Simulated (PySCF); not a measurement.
**Frontier orbitals and the lowest excitations**

C2H4BF3.
Structure used (PBE0-D3(BJ)/def2-SVP), in Å, numbered top down from 1:
```
atom  x, y, z in Å
B1    -1.4307    0.1256    0.3691
C2     0.0741    0.5242    0.2329
C3     0.9757   -0.4678   -0.4436
F4     0.5862   -0.7033   -1.7028
F5     2.2424   -0.0377   -0.4965
F6     0.9842   -1.6419    0.1982
H7    -2.1926    0.9227    0.8618
H8    -1.8441   -0.9493    0.0117
H9     0.1550    1.4964   -0.2836
H10    0.4629    0.7198    1.2491
```

Method: PySCF 2.14.0, density-fitted response routines, TDDFT wB97X-D/def2-SVPD, vertical, gas phase, core orbitals frozen in the response.

Frontier orbitals with the atoms that hold most of them (Löwdin shares over 4%, at most four atoms; ? is withheld):

```
orbital  ε (eV)                           atoms
 LUMO+2    2.84  B1 18%, C2 16%, C3 12%, F5 12%
 LUMO+1    1.91    B1 64%, C2 7%, H7 7%, H10 6%
   LUMO    0.10                               ?
   HOMO  -11.73                               ?
 HOMO-1  -12.17   B1 33%, C2 32%, F5 10%, H8 8%
 HOMO-2  -13.42  F4 24%, F6 20%, C2 19%, B1 10%
 HOMO-3  -13.72  C2 28%, F6 21%, F4 17%, H9 11%
```

Q: Give the leading atoms of the HOMO.

A: B1 (bonded to C and 2 H) 36%; H8 (bonded to B) 19%; H7 (bonded to B) 18%; C2 (bonded to B, C and 2 H) 11%. By element: hydrogen 38% or more, boron 36%, carbon 11% or more.

Q: Which atoms hold the LUMO, and with what shares?

A: B1 (bonded to C and 2 H) 56%; C2 (bonded to B, C and 2 H) 15%; H8 (bonded to B) 10%; H7 (bonded to B) 10%. By element: boron 56%, hydrogen 20% or more, carbon 15% or more.

Q: How does S1 compare with the orbital gap of 11.83 eV?

A: S1 is at 6.05 eV (f = 0.0001), 5.78 eV below the gap, made of HOMO→LUMO (96%). Without the coupling terms of the response equations the lowest excitation would equal the gap.

Q: Give energy, strength and leading configuration of S1, S2, S3, S5 and S7, and follow the Löwdin shares of the leading atoms from the occupied to the empty orbital.

A: 
- S1 (6.05 eV, f 0.0001), HOMO→LUMO (96%): B1 36% → 56%, H8 19% → 10%, C2 11% → 15%
- S2 (6.55 eV, f 0.0031), HOMO-1→LUMO (96%): B1 33% → 56%, C2 32% → 15%
- S3 (8.72 eV, f 0.0008), HOMO-2→LUMO (93%): F4 24% → at most 9%, F6 20% → at most 9%, B1 10% → 56%, C2 19% → 15%
- S5 (9.46 eV, f 0.046), HOMO→LUMO+1 (94%): B1 36% → 64%, H8 19% → at most 6%, C2 11% → 7%
- S7 (9.98 eV, f 0.013), HOMO-1→LUMO+1 (88%): B1 33% → 64%, C2 32% → 7%

One conformer stands for the species.
